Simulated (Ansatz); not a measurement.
Geometry optimisation, RKS r2SCAN-D4/STO-3G in Ansatz 0.2.0.

The input (input.yaml):

```yaml
crystal:
  periodic: [false, false, false]
  atoms:
    - { symbol: O, position_ang: [0.1826, -2.0911, -0.7875] }
    - { symbol: Si, position_ang: [-0.0549, -0.8471, 0.3339] }
    - { symbol: C, position_ang: [1.0351, 0.638, 0.1264] }
    - { symbol: O, position_ang: [0.1177, 1.3232, -0.6245] }
    - { symbol: C, position_ang: [-1.1184, 0.6135, -0.1334] }
    - { symbol: Cl, position_ang: [-1.802, 1.3426, 1.3268] }
    - { symbol: H, position_ang: [0.3691, -1.7501, -1.6977] }
    - { symbol: H, position_ang: [-0.1084, -1.3855, 1.7042] }
    - { symbol: H, position_ang: [1.9726, 0.4861, -0.4128] }
    - { symbol: H, position_ang: [1.3275, 1.1842, 1.0753] }
    - { symbol: H, position_ang: [-1.8554, 0.4291, -0.8901] }
basis:
  gaussian: { orbitals: STO-3G }
hamiltonian:
  xc: r2scan
  dispersion: d4
relax:
  f_tol: 0.02
  max_steps: 40
output:
  orbitals: {}
```

Launched with:

```bash
$ ansatz run input.yaml --threads 1 --pin off --max-ram 2048MiB --backend cpu --events-out ev --progress --plain --runs-dir out
```

Task: Where does it end, and by what steps?

Result: It converged. Limits of this set-up: minimal basis. After 7 steps the energy has fallen by 1.077 eV; Cl6 moved furthest, 0.27 Å.

```json
{"step": "0", "energy less start (eV)": "0.0000", "largest force component (eV/Å)": "5.050", "accepted": "yes"}
{"step": "1", "energy less start (eV)": "-0.9099", "largest force component (eV/Å)": "1.764", "accepted": "yes"}
{"step": "2", "energy less start (eV)": "-1.0474", "largest force component (eV/Å)": "0.698", "accepted": "yes"}
{"step": "3", "energy less start (eV)": "-0.9125", "largest force component (eV/Å)": "1.687", "accepted": "no"}
{"step": "4", "energy less start (eV)": "-1.0739", "largest force component (eV/Å)": "0.177", "accepted": "yes"}
{"step": "5", "energy less start (eV)": "-1.0760", "largest force component (eV/Å)": "0.064", "accepted": "yes"}
{"step": "6", "energy less start (eV)": "-1.0765", "largest force component (eV/Å)": "0.043", "accepted": "yes"}
{"step": "7", "energy less start (eV)": "-1.0766", "largest force component (eV/Å)": "0.016", "accepted": "yes"}
```

```xyz
11
Properties=species:S:1:pos:R:3
O 0.195 -2.201 -0.688
Si 0.013 -0.877 0.360
C 1.154 0.627 0.123
O 0.039 1.428 -0.519
C -1.093 0.589 -0.173
Cl -2.058 1.271 1.348
H 0.353 -1.781 -1.605
H -0.181 -1.429 1.685
H 2.002 0.572 -0.585
H 1.504 1.126 1.048
H -1.863 0.617 -0.974
```

Whether the end is a true minimum wasn't checked by a vibrational analysis.

The run took 22 s on 1 thread of Intel(R) Xeon(R) 6975P-C (Granite Rapids), with other jobs on the host, peak memory 0.19 GiB.
